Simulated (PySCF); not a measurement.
## Electronic structure of N⁺ (nitrogen, charge +1) at the UHF level

Configuration: [He] 2s1 2p3, high-spin 5S determinant (an excited configuration). Calculation: PySCF 2.14, in x2c-TZVPPall; the spin-free X2C one-electron Hamiltonian (Gaussian nucleus).

```
Total energy                        : -53.773681 hartree
One-electron energy                 : -69.8697 hartree
Hartree (Coulomb) energy            : 22.5606 hartree
Exchange energy                     : -6.4646 hartree
⟨S²⟩                                : 6.0000
⟨L²⟩                                : 0.000
Sum of ⟨r⟩                          : 5.380 bohr
Sum of ⟨r²⟩                         : 7.594 bohr²
Langevin diamagnetic susceptibility : -6.01 ×10⁻⁶ cm³/mol
```

```csv
shell,electrons,mean orbital energy (eV),"rms radius, mean of both spins (bohr)"
1s α,1,-443.92,0.265
1s β,1,-438.99,0.265
2s α,1,-47.849,1.32
2p α,3,-31.501,1.38
```

Spin-orbit constants ζ (cm⁻¹) from the X2C one-electron operator on these orbitals: bare nucleus, nucleus screened by l(l+1)(2l+1)/3 electrons, and screened by the Breit-Pauli mean field of the electrons.

```tsv
shell	bare	screened nucleus	mean field
2p	156.2	111.6	94.10
```
